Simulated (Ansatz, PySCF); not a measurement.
H₅F₂GeNSi (SMILES F[SiH](F)[NH][GeH3]), singlet, geometry from GFN2-xTB, with bond 8-5 at 1.4 times its length. Base run: CASSCF(2,2)/STO-3G (PySCF).

Here is a job for PySCF.
```python
from pyscf import gto, scf, mcscf
import numpy

mol = gto.M(
    atom='''
Si    1.41764196    0.44264909    0.29213629
F     2.60980848   -0.45840995    0.85210543
F     1.56685844    0.38911007   -1.29277203
N    -0.05102365   -0.33704627    0.68306386
Ge   -1.64031861   -0.12575566   -0.18785097
H     1.63036418    1.80728289    0.70954198
H    -0.08918060   -0.76821205    1.59222535
H    -2.95754316   -1.48911251    0.69924436
H    -1.41271854   -0.41012978   -1.63218561
H    -2.13690041    1.28075725   -0.00949506
''',
    basis='sto-3g',
    verbose=4,
)

mf = scf.RHF(mol)
mf.kernel()
mc = mcscf.CASSCF(mf, 2, 2)
mc.fix_spin_(ss=0.0)
mc.kernel()
occ = numpy.linalg.eigvalsh(mc.fcisolver.make_rdm1(mc.ci, mc.ncas, mc.nelecas))[::-1]
ss = mc.fcisolver.spin_square(mc.ci, mc.ncas, mc.nelecas)[0]
print('natural occupations', occ.round(4), ' <S^2>', round(ss, 4))
```

Programs used: Ansatz (a quantum-chemistry and plane-wave program), PySCF; a row that names a program was run with it.

Each row names what was changed in the base input (with any setting that the change needs).

```
change                                            ΔE vs base (kcal/mol)                           natural occupations  <S^2> of the state        outcome
------------------------------------------------  ---------------------  --------------------------------------------  ------------------  -------------
base                                                              0.000                                     1.89 0.11                0.00      converged
active space = 6 electrons, 7 orbitals                           -17.42            1.98 1.98 1.89 0.11 0.02 0.02 0.00                0.00      converged
active space = 8 electrons, 7 orbitals                           -18.21            2.00 1.99 1.98 1.89 0.11 0.02 0.01                0.00      converged
fix_spin_ = off                                                   0.000                                     1.89 0.11                0.00      converged
orbitals = fixed (CASCI); correction = SC-NEVPT2                  -74.7                                     2.00 0.00                0.00      converged
orbitals = fixed (CASCI)                                          23.77                                     2.00 0.00                0.00      converged
active space = 4 electrons, 4 orbitals                                -                                             -                   -  not converged
code = ansatz                                                     0.012                                             -                   -      converged
solver = newton                                                       -                                             -                   -  not converged
correction = SC-NEVPT2                                            -87.4                                     1.89 0.11                0.00      converged
active space = 10 electrons, 9 orbitals                          -28.21  2.00 1.98 1.98 1.98 1.89 0.11 0.03 0.02 0.02                0.00      converged
```

Active orbitals are taken around the Fermi level unless the row says otherwise; CASSCF can end in different local minima, and two programs can end on different orbitals. State-averaged rows give the lowest state.
